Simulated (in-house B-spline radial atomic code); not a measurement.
A fraction x of an electron is moved 3p → 3d in the iron ion Fe⁴⁺, starting from [Ar] 3d4 and keeping the highest spin. Level of theory: scalar-relativistic (X2C) LDA VWN5, spin-polarised, spherical fractional occupations, Fermi nucleus of rms radius 3.7377 fm; calculated with a radial B-spline atomic code at the basis-set limit.

```
    x  E(x) - E(0) (eV)  3p down level (eV)  3d up level (eV)
    0            0.0000            -114.788           -65.525
0.125            6.1381            -114.654           -65.708
 0.25                 ?                   ?                 ?
0.375           18.2943            -114.369           -66.067
  0.5           24.3116            -114.218           -66.243
0.625           30.2880            -114.061           -66.416
 0.75                 ?                   ?                 ?
0.875           42.1158            -113.729           -66.754
    1           47.9664            -113.553           -66.919
```

Question: What belongs in the row x = 0.25?

Answer: An energy change of 12.2363 eV; 3p down at -114.514 eV, 3d up at -65.889 eV.

Question: What belongs in the row x = 0.75?

Answer: An energy change of 36.2229 eV; 3p down at -113.898 eV, 3d up at -66.586 eV.

Question: Check Janak's theorem between x = 0.375 and 0.5.

Answer: The slope of the energy is 48.14 eV; the orbital levels give 48.14 eV (ε of the receiving orbital less ε of the emptying one, averaged over the two points).
